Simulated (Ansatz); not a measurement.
Reaction (cleavage of the Si–Ge bond): `O[CH2][GeH2][SiH3]` + `N[SiH2]F` → `F[SiH2]N[SiH3]` + `O[CH2][GeH3]`

Program: Ansatz. Geometries: PBE0-D4/def2-TZVP. ΔE: electronic, gas phase. CCSD(T)/CBS adds triple-zeta CCSD(T) − MP2 to the extrapolated MP2 energy (def2 sets, frozen cores). This one scheme is used for every species. DFT in def2-TZVPP. For Ge outer-core shells are correlated without core-valence functions, which leaves a few kJ/mol of doubt a bond. Scalar relativity is left out up to krypton. Each species was taken in one conformer, which may not be the lowest.

(1) Is it downhill or uphill in electronic energy at CCSD(T)/CBS, and by how much? (Estimate.)

(2) What do these levels give: ωB97X-V, CCSD/def2-TZVPP, CCSD(T)/def2-TZVPP, MP2/def2-QZVPP, SCS-MP2/def2-QZVPP, HF/CBS(def2)? (Best estimate.)

Largest T1 diagnostic among the species: 0.011.

## Answers

(1) Ansatz gave: Downhill: ΔE = -35.2 kJ/mol.

(2) The calculation gave: ωB97X-V -35.1, CCSD/def2-TZVPP -37.8, CCSD(T)/def2-TZVPP -36.1, MP2/def2-QZVPP -40.1, SCS-MP2/def2-QZVPP -43.9, HF/CBS(def2) -53.6 kJ/mol.

In def2-TZVPP, CCSD(T) changes the Hartree–Fock value by +15.4 kJ/mol (the triples alone add +1.7 kJ/mol) and MP2 by +11.4 kJ/mol. From PBE to PBE0 (25 % exact exchange), in def2-TZVPP and without D4, ΔE moves by −5.7 kJ/mol.
